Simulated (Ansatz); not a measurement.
C3H2F3, SMILES C=C(F)[C](F)F (connectivity only; charge and spin as stated), charge +1, multiplicity 1.

Geometry optimised at PBE0-D3(BJ)/def2-SVP. The spin state was assumed, not searched. The isomer is the one that the SMILES or the coordinates give; other isomers of the formula were not compared. One conformer was computed; it need not be the lowest.

Two levels are set side by side: PBE/def2-SVPD (Ansatz, a program for electronic structure) and CAM-B3LYP/def2-SVPD (Ansatz). Energy differences of separate SCF runs at the same geometry; the states with an electron removed or added have multiplicity 2 and 2. Differences are taken from unrounded values.

```csv
quantity,CAM-B3LYP
vertical ionisation energy (eV),17.72
vertical electron affinity (eV),7.99
vertical singlet–triplet gap (eV),2.49
```

Task: What does PBE give, and how far is it from CAM-B3LYP? (An estimate is asked for; the answer gives what the named calculation found.)

Result: 
```
quantity                             PBE  PBE minus CAM-B3LYP
---------------------------------  -----  -------------------
vertical ionisation energy (eV)    17.57                -0.15
vertical electron affinity (eV)     7.63                -0.36
vertical singlet–triplet gap (eV)   2.58                 0.10
```
